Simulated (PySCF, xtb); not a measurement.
I₄Sn, SMILES [I][Sn-]([I])([I])[I] (connectivity only; charge and spin as stated), charge -1, multiplicity 2.

Harmonic wavenumbers (cm⁻¹) from xtb with GFN2-xTB at its own minimum, in rising order: 32, 32, 33, 33, 33, 117, 160, 161, 161.

**Question.** What does PBE-D3(BJ)/def2-SVPD run with PySCF give at its own minimum? (The exact figures need the calculation; the answer reports its results.)

**Answer.** 27, 27, 28, 28, 28, 110, 157, 157, 157. Paired by order, the mean absolute difference is 4 cm⁻¹ and the zero-point energies are 1.1 and 1.0 kcal/mol.
